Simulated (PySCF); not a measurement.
**Dipole response of Cu²⁺ (copper, charge +2)**

[Ar] 3d9, 2D determinant. All numbers are calculated (PySCF 2.14, scalar relativity by spin-free X2C-1e, in aug-cc-pwCVTZ-DK (10s9p7d4f3g, 127 functions)). Coupled (time-dependent) response in atomic units; α is the mean over directions.

```tsv
method	mean α (bohr³)	α xx, yy, zz	C₆ (like pair)	S(−4)
BHandHLYP	2.716	2.615, 2.615, 2.918	7.366	3.544
```

S(−4) is the Cauchy moment in α(ω) = α(0) + S(−4) ω² + …

α(iu) at BHandHLYP:

```json
{"u (hartree)": "0", "α(iu) (bohr³)": "2.716"}
{"u (hartree)": "0.0500", "α(iu) (bohr³)": "2.707"}
{"u (hartree)": "0.100", "α(iu) (bohr³)": "2.681"}
{"u (hartree)": "0.200", "α(iu) (bohr³)": "2.587"}
{"u (hartree)": "0.300", "α(iu) (bohr³)": "2.454"}
{"u (hartree)": "0.500", "α(iu) (bohr³)": "2.155"}
{"u (hartree)": "0.750", "α(iu) (bohr³)": "1.827"}
{"u (hartree)": "1.00", "α(iu) (bohr³)": "1.571"}
{"u (hartree)": "1.50", "α(iu) (bohr³)": "1.203"}
{"u (hartree)": "2.00", "α(iu) (bohr³)": "0.9499"}
{"u (hartree)": "3.00", "α(iu) (bohr³)": "0.6340"}
{"u (hartree)": "5.00", "α(iu) (bohr³)": "0.3417"}
```

A single London oscillator, α(iu) = α/(1 + u²/ω²), gives C₆ = (3/4) ω α². Matching the computed C₆ needs ω = 4 × 7.366 / (3 × 2.716²) = 1.33 hartree.

For an ion, C₆ is the dispersion term alone; charge-induced terms of lower order in 1/R come first.

The components differ because the open shell of this determinant is not spherical; for a pure term their mean is the scalar polarisability.
